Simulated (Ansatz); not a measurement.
Molecule: sum formula H$_{4}$BSiO$_{3}$, charge 0, multiplicity 2. It need not be the lowest isomer of its formula. 
Coordinates optimised at B3LYP-D3(BJ)/def2-TZVP (Ansatz, a first-principles code):
```xyz
9

O     -1.6577    -1.4890     0.4764
B     -0.8922    -0.4587    -0.0039
O     -1.4567     0.4190    -0.8933
O      0.3895    -0.3340     0.4074
Si     1.6200     0.7287     0.0861
H     -2.3752     0.2443    -1.1231
H      1.9517     0.7003    -1.3547
H      1.2256     2.0971     0.4846
H      2.7782     0.2809     0.8834
```
Charge 0, spin multiplicity 2.

Computed values are from Ansatz. Correlated levels leave the core frozen unless marked. Open shells are spin-unrestricted. No spin-orbit coupling. No relativistic terms. Basis-set limits of correlation are two-point, X^-3; Hartree-Fock from the larger set.

What is the atomisation energy De at CCSD(T)/CBS(cc-pV(T+d)Z,cc-pV(Q+d)Z)?

839.9 kcal/mol.

What is the total energy at CCSD(T)/CBS(cc-pV(T+d)Z,cc-pV(Q+d)Z)?

-541.8915 Eh.

What is the dipole moment at CCSD(T)/aug-cc-pV(D+d)Z?

1.25 D.

What is the T1 diagnostic at CCSD/cc-pV(Q+d)Z?

0.014.
